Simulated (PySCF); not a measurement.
Pauling's electronegativity from computed bond energies: partners of H

PBE0 in PySCF with def2-SVPD on every atom (core potentials on Rb, Cs), for the lowest determinant that a PBE0 search found; no spin–orbit coupling. De of H2 is 4.44 eV.

```json
{"B": "Li", "De(B₂) (eV)": "0.85", "De(HB) (eV)": "2.32"}
{"B": "Na", "De(B₂) (eV)": "0.71", "De(HB) (eV)": "1.77"}
{"B": "Rb", "De(B₂) (eV)": "0.45", "De(HB) (eV)": "1.56"}
{"B": "Cs", "De(B₂) (eV)": "0.40", "De(HB) (eV)": "1.58"}
{"B": "F", "De(B₂) (eV)": "1.39", "De(HB) (eV)": "5.96"}
```

With Δ = De(HB) − [De(H₂) + De(B₂)]/2, give Δ and the electronegativity difference √(Δ/eV).



```
 B  Δ (eV)            √Δ
Li   -0.33  none (Δ < 0)
Na   -0.81  none (Δ < 0)
Rb   -0.89  none (Δ < 0)
Cs   -0.84  none (Δ < 0)
 F    3.04          1.74
```

The rule was made for single bonds and measured bond energies; here it is fed with computed well depths. With the arithmetic mean Δ turns negative when the two homonuclear bonds differ much, as for alkali hydrides.

Closed-shell solutions of metal pairs were not tested for spin polarisation, which can lower them a little. Weak bonds: Cs2, Rb2. Basis-set superposition, not corrected here, can be much of De in a small basis, most of all at correlated wavefunction levels. Functionals without a dispersion term scatter widely for such bonds, and LDA overbinds them. Spin–orbit coupling is left out, which matters for elements this heavy, above all for dissociation energies.
